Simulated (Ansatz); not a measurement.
Basis-set extrapolation for CH₆ClNSSi, SMILES `NC(S)[SiH2]Cl` (PBE0-D4/def2-TZVP geometry, frozen core, Ansatz). Multiplicity 1, RHF reference.

```json
{"": "HF", "def2-TZVPP": "-1241.889704", "def2-QZVPP": "-1241.927455"}
{"": "MP2 correlation", "def2-TZVPP": "-0.878729", "def2-QZVPP": "-0.950601"}
{"": "CCSD(T) correlation", "def2-TZVPP": "-0.979994", "def2-QZVPP": "not run"}
```

Energies in hartree. Use E(X) = E(∞) + A·exp(−7.88·√X) for Hartree–Fock and E(X) = E(∞) + B·X^(−2.97) for correlation, with X = 3 and 4, and add CCSD(T) minus MP2 of the smaller set to the MP2 limit.

Q: What is the CCSD(T) energy at the basis-set limit?

A: HF limit: -1241.927455 + (-0.037751) × 0.13774 = -1241.93265. MP2 limit: -0.950601 + (-0.071872) × 0.74074 = -1.00384. Higher-order term: -0.979994 − (-0.878729) = -0.10127. Total: -1243.03776 hartree, 441.2 kJ/mol below CCSD(T)/def2-TZVPP.
